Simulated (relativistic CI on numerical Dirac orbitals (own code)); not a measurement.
# Hyperfine structure of Nd LIV, mass number 143

Computed by Dirac-Coulomb-Breit CI, KLI orbitals optimised for each configuration, model QED, unscaled Slater integrals (own radial code, finite nucleus).

Configuration list (outside the closed core 1s2): 2s2 2p3, 2s 2p4, 2p5, 2p4 3s, 2p4 3p, 2p4 3d, 2s2 2p2 3s, 2s2 2p2 3p, 2s2 2p2 3d, 2s 2p3 3s, 2s 2p3 3p, 2s 2p3 3d, 2s2 2p2 4s, 2s2 2p2 4p, 2s2 2p2 4d, 2s2 2p2 4f. Levels of other configurations are missing.

Nuclear spin I = 7/2, μ = -1.065 μN, Q = -0.61 b (tables of Stone and Pyykkö). The electronic factors are computed for point nuclear moments, without core polarisation or the Bohr-Weisskopf and QED corrections.

```json
{"Level": "2s2 2p3 2D°_5/2", "E (eV)": "546.71", "A (GHz)": "-288.4", "B (GHz)": "1.19"}
{"Level": "2s2 2p3 2P°_1/2", "E (eV)": "583.76", "A (GHz)": "-921.6", "B (GHz)": ""}
{"Level": "2s 2p4 4P_5/2", "E (eV)": "778.15", "A (GHz)": "-680.2", "B (GHz)": "-106"}
{"Level": "2s 2p4 2S_1/2", "E (eV)": "858.38", "A (GHz)": "-2864", "B (GHz)": ""}
{"Level": "2s2 2p3 2P°_3/2", "E (eV)": "1110.17", "A (GHz)": "-133.1", "B (GHz)": "519"}
{"Level": "2s 2p4 4P_3/2", "E (eV)": "1325.14", "A (GHz)": "-683.4", "B (GHz)": "385"}
{"Level": "2s 2p4 2D_5/2", "E (eV)": "1361.30", "A (GHz)": "-843.6", "B (GHz)": "603"}
{"Level": "2s 2p4 2P_1/2", "E (eV)": "1406.22", "A (GHz)": "1002", "B (GHz)": ""}
```

Levels with J = 0, under 50 % of one LS term, or S terms without an open s electron are left out. Small factors come from cancelling terms and can be off by tens of per cent or more.

At this charge energies of transitions that change n are usually good to better than 1 %, and those within a shell (Δn = 0) to a few per cent.

(1) Give the hyperfine levels of 2s2 2p3 2P°_1/2 relative to its centre of gravity.

Results:

(1) With K = F(F + 1) − I(I + 1) − J(J + 1), E = AK/2: F = 3: 2074, F = 4: -1613 GHz.

LS names give the leading component of a level, which can be under half, so a name can repeat, a term be missing and a line seem to break the LS rules.
